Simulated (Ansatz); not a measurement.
Steps of a relaxation of C$_{3}$H$_{9}$AlSi (`C=C(C)[SiH2][AlH2]`) with RKS PBE0-D4/def2-TZVP.

```sh
$ ansatz run in.yaml --threads 4 --pin off --events-out ev --progress --plain --max-ram 10444MiB
```

```yaml
crystal:
  periodic: [false, false, false]
  atoms:
    - {symbol: C, position_ang: [-0.379126, 1.622232, 1.242048]}
    - {symbol: C, position_ang: [0.053921, 0.425614, 0.787278]}
    - {symbol: C, position_ang: [1.482249, -0.033515, 0.952978]}
    - {symbol: Si, position_ang: [-1.131921, -0.720439, -0.152905]}
    - {symbol: Al, position_ang: [-0.460768, -0.889752, -2.520188]}
    - {symbol: H, position_ang: [-1.424176, 1.952975, 1.123833]}
    - {symbol: H, position_ang: [0.303911, 2.320036, 1.761038]}
    - {symbol: H, position_ang: [1.959086, -0.245263, -0.029286]}
    - {symbol: H, position_ang: [2.101242, 0.722965, 1.478041]}
    - {symbol: H, position_ang: [1.533621, -0.982283, 1.530093]}
    - {symbol: H, position_ang: [-1.071062, -2.107335, 0.457367]}
    - {symbol: H, position_ang: [-2.546376, -0.219821, 0.011898]}
    - {symbol: H, position_ang: [1.094562, -0.764234, -2.910843]}
    - {symbol: H, position_ang: [-1.528263, -1.110381, -3.702553]}
basis:
  gaussian: {orbitals: def2-TZVP}
hamiltonian: {xc: pbe0, dispersion: d4}
relax: {f_tol: 0.005, max_steps: 150}
```

Positions (Å) and forces (eV/Å) along the path, 10 of 17 steps:

```xyz
14
step=1 energy=-17722.4155 eV
C    -0.379    1.622    1.242    0.220   -0.449   -0.146
C     0.054    0.426    0.787   -0.292    0.585    0.201
C     1.482   -0.034    0.953    0.254   -0.067    0.042
Si   -1.132   -0.720   -0.153   -0.020    0.030    0.251
Al   -0.461   -0.890   -2.520    0.027    0.011   -0.155
H    -1.424    1.953    1.124    0.561   -0.201    0.056
H     0.304    2.320    1.761   -0.356   -0.365   -0.275
H     1.959   -0.245   -0.029   -0.259    0.124    0.455
H     2.101    0.723    1.478   -0.318   -0.349   -0.250
H     1.534   -0.982    1.530   -0.059    0.469   -0.264
H    -1.071   -2.107    0.457   -0.009    0.300   -0.107
H    -2.546   -0.220    0.012    0.297   -0.089   -0.024
H     1.095   -0.764   -2.911   -0.202   -0.023    0.048
H    -1.528   -1.110   -3.703    0.155    0.024    0.168
14
step=2 energy=-17722.4645 eV
C    -0.374    1.602    1.235    0.037   -0.052   -0.022
C     0.052    0.419    0.785   -0.080    0.087   -0.013
C     1.474   -0.031    0.953    0.088   -0.039    0.001
Si   -1.125   -0.716   -0.155    0.021    0.044    0.161
Al   -0.461   -0.880   -2.515    0.017   -0.022   -0.044
H    -1.407    1.928    1.120    0.145   -0.039    0.016
H     0.303    2.295    1.742   -0.108   -0.099   -0.057
H     1.944   -0.238   -0.020   -0.067    0.030    0.138
H     2.080    0.723    1.471   -0.095   -0.100   -0.072
H     1.525   -0.966    1.527   -0.009    0.135   -0.081
H    -1.067   -2.084    0.462   -0.007    0.061   -0.046
H    -2.523   -0.212    0.013    0.068   -0.019   -0.012
H     1.080   -0.764   -2.905   -0.022    0.004    0.006
H    -1.516   -1.107   -3.686    0.013    0.008    0.024
14
step=4 energy=-17722.4677 eV
C    -0.374    1.596    1.241    0.032    0.056   -0.043
C     0.052    0.421    0.782   -0.007   -0.048    0.008
C     1.472   -0.029    0.950   -0.005    0.013   -0.013
Si   -1.121   -0.709   -0.152    0.007    0.003   -0.006
Al   -0.460   -0.887   -2.516    0.003    0.011    0.013
H    -1.401    1.923    1.124   -0.029    0.005    0.010
H     0.301    2.286    1.744   -0.011   -0.013    0.031
H     1.942   -0.230   -0.017    0.013   -0.006   -0.024
H     2.071    0.721    1.471    0.015    0.019    0.014
H     1.521   -0.962    1.519   -0.001   -0.021    0.014
H    -1.067   -2.075    0.458   -0.004   -0.015    0.005
H    -2.513   -0.203    0.012   -0.013    0.004   -0.001
H     1.079   -0.768   -2.906    0.006   -0.003   -0.006
H    -1.517   -1.112   -3.682   -0.005   -0.006   -0.002
14
step=8 energy=-17722.4682 eV
C    -0.374    1.595    1.248   -0.006   -0.004   -0.007
C     0.052    0.420    0.783    0.008    0.002    0.003
C     1.474   -0.027    0.944   -0.006   -0.001    0.001
Si   -1.123   -0.705   -0.154   -0.006    0.000   -0.009
Al   -0.454   -0.890   -2.514    0.001   -0.003   -0.001
H    -1.403    1.921    1.138   -0.002   -0.002    0.003
H     0.298    2.278    1.763    0.007    0.006    0.004
H     1.938   -0.231   -0.026    0.002    0.001    0.000
H     2.075    0.726    1.459    0.001    0.000    0.001
H     1.528   -0.958    1.516    0.000   -0.002    0.000
H    -1.083   -2.071    0.458    0.001    0.001    0.002
H    -2.514   -0.189   -0.001    0.001    0.001    0.002
H     1.084   -0.766   -2.908    0.000    0.001    0.000
H    -1.511   -1.133   -3.678    0.000   -0.001    0.001
14
step=9 energy=-17722.4682 eV
C    -0.374    1.593    1.253   -0.012   -0.009   -0.008
C     0.052    0.422    0.783    0.014    0.009    0.006
C     1.475   -0.025    0.943   -0.005   -0.003    0.000
Si   -1.123   -0.700   -0.157   -0.009   -0.005   -0.008
Al   -0.453   -0.895   -2.516   -0.002    0.005   -0.002
H    -1.404    1.918    1.146   -0.002   -0.001    0.000
H     0.297    2.275    1.772    0.012    0.008    0.007
H     1.940   -0.225   -0.028   -0.001    0.001    0.003
H     2.076    0.727    1.461   -0.001   -0.002    0.001
H     1.529   -0.959    1.512    0.001    0.001   -0.002
H    -1.090   -2.066    0.456    0.001    0.000    0.002
H    -2.512   -0.180   -0.007    0.002    0.000    0.000
H     1.084   -0.767   -2.913   -0.002   -0.001    0.000
H    -1.511   -1.147   -3.677    0.003   -0.003    0.002
14
step=10 energy=-17722.4682 eV
C    -0.374    1.592    1.258   -0.009   -0.006   -0.010
C     0.053    0.423    0.783    0.012    0.010    0.011
C     1.475   -0.024    0.942   -0.003   -0.002   -0.002
Si   -1.123   -0.696   -0.160   -0.005   -0.001   -0.004
Al   -0.451   -0.896   -2.518   -0.006   -0.006   -0.003
H    -1.404    1.917    1.152   -0.002   -0.001   -0.001
H     0.296    2.273    1.779    0.011    0.005    0.007
H     1.942   -0.220   -0.029   -0.003    0.001    0.003
H     2.076    0.725    1.464   -0.002   -0.003    0.001
H     1.529   -0.960    1.507    0.002    0.003   -0.003
H    -1.093   -2.061    0.455    0.001   -0.003   -0.001
H    -2.511   -0.173   -0.010    0.002   -0.001   -0.003
H     1.084   -0.767   -2.919   -0.003    0.003    0.003
H    -1.510   -1.162   -3.675    0.005    0.001    0.002
14
step=11 energy=-17722.4683 eV
C    -0.374    1.593    1.260   -0.004   -0.002   -0.007
C     0.053    0.424    0.783    0.008    0.007    0.007
C     1.475   -0.024    0.942    0.000   -0.002   -0.002
Si   -1.122   -0.694   -0.161   -0.006   -0.002   -0.003
Al   -0.453   -0.899   -2.520    0.001   -0.001   -0.002
H    -1.404    1.917    1.154   -0.001    0.000   -0.001
H     0.296    2.272    1.783    0.005    0.001    0.004
H     1.943   -0.217   -0.029   -0.003    0.000    0.002
H     2.076    0.724    1.467   -0.002   -0.002    0.001
H     1.529   -0.961    1.505    0.002    0.002   -0.003
H    -1.093   -2.059    0.453    0.000   -0.003    0.001
H    -2.511   -0.170   -0.012    0.001   -0.001   -0.001
H     1.082   -0.766   -2.920   -0.002    0.001    0.000
H    -1.511   -1.170   -3.677    0.002    0.000    0.004
14
step=12 energy=-17722.4683 eV
C    -0.373    1.593    1.259   -0.001    0.000   -0.001
C     0.053    0.424    0.783    0.003    0.004    0.004
C     1.475   -0.024    0.942    0.000   -0.002    0.000
Si   -1.122   -0.694   -0.161   -0.001   -0.001   -0.002
Al   -0.454   -0.899   -2.520    0.001    0.001   -0.001
H    -1.403    1.918    1.153    0.000    0.001   -0.001
H     0.297    2.272    1.783    0.001   -0.002   -0.001
H     1.943   -0.216   -0.029   -0.002    0.001    0.000
H     2.075    0.723    1.468   -0.001   -0.001    0.001
H     1.528   -0.962    1.504    0.001    0.001   -0.002
H    -1.093   -2.059    0.453   -0.001   -0.001    0.001
H    -2.511   -0.170   -0.012    0.000   -0.001    0.000
H     1.082   -0.763   -2.920   -0.001    0.001    0.000
H    -1.510   -1.173   -3.676    0.001    0.000    0.003
14
step=16 energy=-17722.4683 eV
C    -0.370    1.594    1.266    0.005    0.001    0.002
C     0.053    0.425    0.785   -0.010   -0.005   -0.005
C     1.474   -0.026    0.939    0.004   -0.001    0.003
Si   -1.126   -0.687   -0.162    0.004    0.002    0.004
Al   -0.450   -0.902   -2.518    0.001   -0.005   -0.003
H    -1.399    1.922    1.161    0.001    0.000    0.001
H     0.303    2.269    1.791   -0.004   -0.001   -0.002
H     1.942   -0.203   -0.035    0.001    0.001    0.001
H     2.074    0.712    1.477    0.000   -0.001   -0.002
H     1.527   -0.974    1.485   -0.001    0.002    0.000
H    -1.109   -2.052    0.455    0.000    0.003   -0.002
H    -2.512   -0.155   -0.021   -0.001    0.000    0.001
H     1.079   -0.724   -2.923   -0.003    0.002    0.000
H    -1.500   -1.228   -3.668    0.003    0.002    0.003
14
step=17 energy=-17722.4683 eV
C    -0.370    1.594    1.265    0.001   -0.002    0.002
C     0.053    0.425    0.785   -0.004   -0.001   -0.004
C     1.474   -0.026    0.939    0.003   -0.001    0.001
Si   -1.125   -0.687   -0.162    0.000   -0.001    0.001
Al   -0.451   -0.903   -2.518    0.001    0.001   -0.002
H    -1.399    1.922    1.161    0.000    0.001   -0.001
H     0.303    2.269    1.790    0.000    0.002    0.000
H     1.942   -0.204   -0.035    0.000    0.000    0.001
H     2.075    0.712    1.476    0.000   -0.001   -0.001
H     1.527   -0.973    1.486   -0.001    0.001    0.000
H    -1.108   -2.052    0.454    0.000    0.002    0.000
H    -2.512   -0.155   -0.021    0.000    0.000    0.001
H     1.079   -0.723   -2.923   -0.002    0.000    0.000
H    -1.500   -1.226   -3.669    0.002    0.000    0.003
```

It took 26 s on 4 threads of an AMD EPYC 9R45 on a shared host, with 0.68 GiB of host memory at the peak.
